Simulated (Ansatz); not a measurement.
`C=[N][SbH][SiH2]O` + `O[SiH](Cl)Cl` → `O[SiH2]O[SiH](Cl)Cl` + `C=[N][SbH2]`  (cleavage of the Si–Sb bond)

Program: Ansatz. Geometries: PBE0-D4/def2-TZVP. ΔE: electronic, gas phase. CCSD(T)/CBS is the MP2 limit (def2-TZVPP, def2-QZVPP) plus CCSD(T) − MP2 in def2-TZVPP, frozen cores. This one scheme is used for every species. Functionals use def2-TZVPP. def2 core potentials past Kr. For Sb outer-core shells are correlated without core-valence functions, which leaves a few kJ/mol of doubt a bond. One conformer a species, not always the lowest.

| level | ΔE (kcal/mol) |
| --- | --- |
| B2PLYP | -27.2 |
| PBE | -20.9 |

Problem. What does CCSD(T)/CBS give? (Best estimate.)

Solution. The calculation gave: -26.0 kcal/mol. The listed levels differ from it by -1.2, 5.1 kcal/mol.

Largest T1 diagnostic among the species: 0.015.

From PBE to PBE0 (25 % exact exchange), in def2-TZVPP and without D4, ΔE moves by −2.1 kcal/mol. In def2-TZVPP, CCSD(T) changes the Hartree–Fock value by +5.7 kcal/mol (the triples alone add +1.0 kcal/mol) and MP2 by +6.1 kcal/mol.
